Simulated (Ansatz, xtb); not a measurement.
## A geometry optimisation of BrGeHNO with r2SCAN-D4/def2-SVP

The starting geometry of this gas-phase doublet was built from a drawn formula by distance geometry and a force field; its bonds are those of `[NH][O][Ge][Br]`.

```xyz
5

Br    1.0856    1.3236    3.0157
Ge   -0.6108    0.6207    1.5039
N     0.1180   -1.7055    1.0119
O    -0.8795   -1.1116    1.7055
H     0.0070   -2.7278    1.1487
```

Problem. Predict what it relaxes into with r2SCAN-D4/def2-SVP.

Solution. A new bond forms, giving a structure given below by its coordinates. Distances that change by over a tenth: Ge2–O4 (1.76 → 2.07 Å). Contacts that close: Ge2–N3 (2.49 → 1.98 Å).

The energy falls by 0.72 eV over 13 steps:

| step | E − E(last) (eV) |
| --- | --- |
| 1 | 0.715 |
| 2 | 0.544 |
| 4 | 0.391 |
| 5 | 0.285 |
| 6 | 0.157 |
| 8 | 0.021 |
| 9 | 0.014 |
| 10 | 0.003 |
| 12 | 0.000 |
| 13 | 0.000 |

Final geometry (Å):

```xyz
5

Br    1.0887    0.9654    2.9402
Ge   -0.4532    0.5053    1.1913
N    -0.1502   -1.4491    1.0940
O    -1.1447   -1.2996    1.9409
H     0.3798   -2.3227    1.2193
```

From the same start GFN2-xTB reaches the same bonding as this run.

No frequencies were run, so the end isn't proven a minimum. Open shells are spin-unrestricted. Run with Ansatz 0.2.0, 97 s on 2 threads of Arm Neoverse V1, with other jobs on the host.
